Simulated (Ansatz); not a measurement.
Reaction (redistribution): `[NH2][Ga]([SH])[Cl]` + `[CH3][Mo](=[O])([OH])=[S]` → `[CH3][Ga]([NH2])[SH]` + `[O]=[Mo]([OH])(=[S])[Cl]`

Computed with Ansatz on PBE0-D4/def2-TZVP structures; ΔE is electronic, products minus reactants. CCSD(T)/CBS adds triple-zeta CCSD(T) − MP2 to the extrapolated MP2 energy (def2 sets, frozen cores). Functionals use def2-TZVPP. B3LYP here is the variant with VWN-RPA as its local correlation; programs differ in this. Elements past krypton have def2 core potentials. For Ga, Mo outer-core shells are correlated without core-valence functions, which leaves a few kJ/mol of doubt a bond. Scalar relativity is left out up to krypton. Each species was taken in one conformer, which may not be the lowest.

Is it downhill or uphill in electronic energy at CCSD(T)/CBS, and by how much? (Estimate.)

Ansatz gave: Downhill: ΔE = -0.06 eV.

What do these levels give: BLYP-D4, B3LYP-D4, CAM-B3LYP, CCSD/def2-SVP, CCSD(T)/def2-SVP, MP2/def2-QZVPP? (Estimate.)

Ansatz gave: BLYP-D4 -0.14, B3LYP-D4 -0.07, CAM-B3LYP -0.02, CCSD/def2-SVP 0.13, CCSD(T)/def2-SVP 0.06, MP2/def2-QZVPP -0.28 eV.

Largest T1 diagnostic among the species: 0.025, so the coupled-cluster value is less sure than usual.

Leaving LDA and LC-ωPBE aside and taking each functional with its dispersion term where it has one, the values, not all of them listed here, spread over 0.19 eV, from BLYP-D4 to BHLYP-D4. From BLYP to BHLYP (50 % exact exchange), in def2-TZVPP and without D4, ΔE moves by +0.19 eV. In def2-TZVPP, CCSD(T) changes the Hartree–Fock value by −0.27 eV (the triples alone add −0.08 eV) and MP2 by −0.50 eV.
